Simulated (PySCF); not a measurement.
## Ionisation energy of Br by level of theory

Br [Ar] 3d10 4s2 4p5 [4p1/2^2 4p3/2^3, M_J = 3/2] → Br⁺ [Ar] 3d10 4s2 4p4 [4p1/2^2 4p3/2^2, M_J = 2], as a difference of total energies. All numbers are calculated (PySCF 2.14, the two-component X2C-1e Hamiltonian, in x2c-TZVPall-2c with one added diffuse shell each of s, p, d type (7s8p5d1f, 63 functions)). Correlated levels: [Ne] frozen. "Screened" scales the spin-orbit matrix elements by Boettger's factors to mimic the two-electron term; Breit and QED terms are absent.

```csv
method,ionisation energy (eV),error (eV)
GHF (spin-free),10.729,-1.085
GMP2 (spin-free),11.601,-0.213
GHF (screened spin-orbit),10.672,-1.142
GMP2 (screened spin-orbit),11.548,-0.266
```

Reference: 11.814 eV (measured; NIST Atomic Spectra Database, ionization energies).

The spin-free rows relax to the high-spin LS determinant and lack the spin-orbit shift.

Errors of the correlated levels include the incompleteness of this basis and the frozen core.

The labels give the starting determinants; with spin-orbit coupling the two ends relaxed to ⟨J²⟩ = 3.76, ⟨L²⟩ = 2.01, ⟨S²⟩ = 0.76 and ⟨J²⟩ = 6.02, ⟨L²⟩ = 2.11, ⟨S²⟩ = 1.96.
